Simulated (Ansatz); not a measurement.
Reaction (ligand exchange at a B–O bond): `COB(C)Br` + H₂S → `CB(S)Br` + CH₃OH

Gas-phase electronic energies from Ansatz, PBE0-D4/def2-TZVP geometries. CBS: MP2 limit from def2 TZ/QZ plus the TZ coupled-cluster correction, frozen cores. This one scheme is used for every species. DFT in def2-TZVPP. B3LYP here is the variant with VWN-RPA as its local correlation; programs differ in this. For Br outer-core shells are correlated without core-valence functions, which leaves a few kJ/mol of doubt a bond. Scalar relativity is left out up to krypton. One conformer a species, not always the lowest.

CCSD(T)/CBS gives +66.4 kJ/mol.

Another level gave +70.2 kJ/mol. Which?
A. PBE0/def2-TZVPP
B. BHLYP/def2-TZVPP
C. revPBE-D4/def2-TZVPP
D. B3LYP-D4/def2-TZVPP

D. B3LYP-D4 70.2, PBE0 60.9, revPBE-D4 56.5, BHLYP 74.4 kJ/mol.

Largest T1 diagnostic among the species: 0.011.

In def2-TZVPP, CCSD(T) changes the Hartree–Fock value by −9.5 kJ/mol (the triples alone add −1.9 kJ/mol) and MP2 by −13.8 kJ/mol. Leaving LDA and LC-ωPBE aside and taking each functional with its dispersion term where it has one, the values, not all of them listed here, spread over 19.8 kJ/mol, from revPBE-D4 to CAM-B3LYP-D4. LDA lies +10.4 kJ/mol from PBE without D4.
